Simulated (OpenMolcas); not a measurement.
Ho3+ with 8 ligands (fluoride) in square antiprismatic coordination (D4d), a polar angle of 53.3° against the regular 57.3°. A charge of +0.625 e stands 3.2 Å behind each ligand. Ligand basis ANO-RCC-VDZP.

```yaml
Program: OpenMolcas
Method: CASSCF
Basis: ANO-RCC-VDZP [7s6p4d2f1g]
Scalar_Hamiltonian: DKH2, point nucleus
Active_space: 10 electrons in 7 orbitals (4f)
State_averaging: 2S+1 = 5 even, 35 roots (30 in the spin-orbit step); 2S+1 = 3 even, 106 roots kept (CI in the orbitals of an earlier block); 2S+1 = 1 even, 31 roots kept (CI in the orbitals of an earlier block)
Spin-orbit_coupling: RASSI with atomic mean-field integrals over the reference wave functions
```

All ligands move together. At R = 2.33 Å the width of the lowest J multiplet is 190 cm-1, and at R = 2.4 Å it is 160 cm-1.

Task: A third run gives 282 cm-1. What distance was it run at?

Result: With a power law R^-n the two known points give n = -ln(160 / 190) / ln(2.4 / 2.33) = 5.81. Then R = 2.33 × (190 / 282)^(1/5.81) = 2.177 Å. The run was at 2.18 Å, so the estimate is off by -0.003 Å.

High states are left out of the spin-orbit mixing, which shifts the levels that they would mix with. Without dynamic correlation the ligand-field splitting of an f shell can come out too small, at times by half. No measured value stands beside these numbers; the geometry was imposed, not optimised, and the real ion may take another.
